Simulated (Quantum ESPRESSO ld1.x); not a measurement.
Results of a calculation; reference values are marked as such.
Q: These are the eigenvalues of the occupied orbitals of an atom or ion with whole-number occupations (eV). Code: ld1.x of Quantum ESPRESSO 7.5. Model: Dirac Kohn-Sham, LDA (Slater exchange, Perdew-Zunger correlation), spin-unpolarised, spherical densities, point nucleus.

| orbital | eigenvalue |
|---|---|
| 1s1/2 | -63168.9 |
| 2s1/2 | -10795.8 |
| 2p1/2 | -10309.7 |
| 2p3/2 | -9193.28 |
| 3s1/2 | -2491.27 |
| 3p1/2 | -2275.89 |
| 3p3/2 | -2037.85 |
| 3d3/2 | -1671.19 |
| 3d5/2 | -1619.18 |
| 4s1/2 | -541.978 |
| 4p1/2 | -454.283 |
| 4p3/2 | -399.767 |
| 4d3/2 | -255.258 |
| 4d5/2 | -245.266 |
| 5p1/2 | -86.4209 |
| 5p3/2 | -78.1315 |
| 4f5/2 | -67.1292 |
| 4f7/2 | -65.4856 |
| 5d3/2 | -43.1341 |
| 5d5/2 | -42.2151 |

Which element is it, and in what charge state? The configuration may be excited. Open shells, if any, are shared by 2j + 1.

A: Z = 71, lutetium, charge +4: Lu4+ in [Kr] 4d10 4f13 5p6 5d2. The list shows which subshells hold electrons but not how many an open one holds; the 1s level, -2321.4 hartree, gives Z - s = 68.1 by -(Z - s)^2/2, which with screening and relativity narrows Z to a few neighbours, and the depths of the outer levels then fix element, charge and occupations together.
